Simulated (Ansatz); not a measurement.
Cartesian coordinates in Å:
```
N -0.1233 0.6636 -0.6244
Si -1.3830 -0.2929 0.1874
F -2.3385 0.7765 0.8710
F -2.2387 -0.9370 -0.9859
Te -0.2825 -1.8364 1.6702
In 1.7753 -0.3401 0.4242
H -0.1020 0.5388 -1.6312
H -0.1779 1.6580 -0.4300
H 2.5090 -1.1705 -0.8849
H 2.3617 0.9400 1.4035
```

Total charge 0; spin multiplicity 1. Te, In: def2 effective core potential.

(1) List the ωB97M-V/def2-TZVPP orbital energies in eV (the Gaussian-basis code of Ansatz). (An estimate is asked.)

## Answers

(1) Ansatz gave: Occupied: -1809.59, -677.91, -677.91, -396.00, -174.36, -150.36, -131.31, -123.21, -123.12, -123.00, -104.51, -104.50, -104.45, -87.68, -87.57, -87.45, -46.21, -46.17, -46.05, -45.97, -45.96, -36.78, -36.25, -28.32, -24.16, -24.09, -24.05, -24.03, -23.95, -20.46, -18.57, -17.93, -16.79, -16.72, -16.02, -15.61, -15.16, -14.79, -14.55, -11.97, -10.92, -10.86, -9.34, -8.51. Lowest empty: 0.29, 0.88, 1.52, 1.90, 1.91, 2.37, 2.66, 3.08.
